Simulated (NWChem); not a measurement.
System: CH3F3Si; SMILES FC(F)(F)[SiH3]

NWChem input:

```
start job
memory heap 200 mb stack 900 mb global 1100 mb
geometry units angstroms noautoz
  Si     0.000000     0.000000    -1.494653
  C      0.000000     0.000000     0.439992
  F      0.985913     0.763008     0.933975
  F      0.167828    -1.235330     0.933975
  F     -1.153741     0.472322     0.933975
  H     -0.186585     1.405491    -1.947216
  H     -1.123898    -0.864333    -1.947216
  H      1.310483    -0.541158    -1.947216
end
basis spherical
  * library def2-svp
end
dft
  xc r2scan
  iterations 150
  mulliken
end
task dft energy
```

The geometry was optimised at PBE0/def2-SVP.

Q: What results follow from this input? (r2SCAN/def2-SVP.) Quantities: energy (Ha); highest occupied level (eV); orbital gap (eV); dipole (D).

A: 
| Quantity | Result |
|---|---|
| energy (Ha) | -628.39 |
| highest occupied level (eV) | -8.26 |
| orbital gap (eV) | 8.21 |
| dipole (D) | 1.84 |
